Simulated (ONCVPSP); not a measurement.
Before and after: ONCV potential for ruthenium (Ru)

Ru (Z = 44), optimised norm-conserving Vanderbilt (ONCV), made with ONCVPSP 4.0.1 (PBE, scalar-relativistic). Core [Ar] 3d10, reference 4s2 4p6 4d7 5s1. Waves: 4s+5s: rc 1.60 bohr, ncon 3, nbas 8, qcut 8.2 1/bohr, 2 projectors; 4p: rc 1.85 bohr, ncon 3, nbas 6, qcut 7.7 1/bohr, 3 projectors, debl 2.9 Ha; 4d: rc 1.85 bohr, ncon 4, nbas 8, qcut 8.9 1/bohr, 2 projectors, debl 2.4 Ha. Local part: polynomial inside 1.50 bohr (lpopt 5, dvloc0 0 Ha). Core correction: none.

All-electron outer shells of the reference configuration (PBE, scalar-relativistic, ld1.x):

```csv
shell,level (eV),outermost node (bohr),outermost maximum (bohr)
3d,-273.12,–,0.30
4s,-76.37,0.48,0.92
4p,-46.42,0.49,0.98
4d,-5.20,0.48,1.21
5s,-4.24,1.24,2.73
```

Change: local potential polynomial inside 1.50 bohr (lpopt 5, dvloc0 1 Ha).

Cutoffs: the cutoffs (Ha) at which the residual kinetic energy of the hardest occupied pseudo-wave falls to 1 and 0.1 mHa per electron; they do not see the model core or the augmentation charge, which bear on the density cutoff. Errors are all-electron minus pseudo energies relative to the spin-unpolarised reference configuration.

Task: What does the change do?

Result: The potential gets neither clearly harder nor softer (24 Ha and 29 Ha → 24 Ha and 29 Ha); the errors of the 4 common tests hardly move; neither file shows a bound ghost.

```tsv
quantity	base	changed
cutoff, loose	24 Ha	24 Ha
cutoff, tight	29 Ha	29 Ha
bound ghosts	none	none
GHOST(+) flags under 300 eV	none	none
error for 4s2 4p6 4d7 5s0, meV [ΔE 7.29 eV]	-1.6	-1.6
error for 4s2 4p6 4d6 5s0, meV [ΔE 25.48 eV]	-2.1	-2.0
error for 4s2 4p6 4d5 5s0, meV [ΔE 56.10 eV]	-0.1	+0.3
error for 4s2 4p6 4d6 5s1, meV [ΔE 10.11 eV]	-0.1	0.0
s: phases at 1.62 bohr within 0.05 rad from the reference energy up to (Ha; the scan ends near 5)	to the end of the scan	to the end of the scan
p: phases at 1.88 bohr within 0.05 rad from the reference energy up to (Ha; the scan ends near 5)	to the end of the scan	to the end of the scan
d: phases at 1.88 bohr within 0.05 rad from the reference energy up to (Ha; the scan ends near 5)	to the end of the scan	to the end of the scan
```
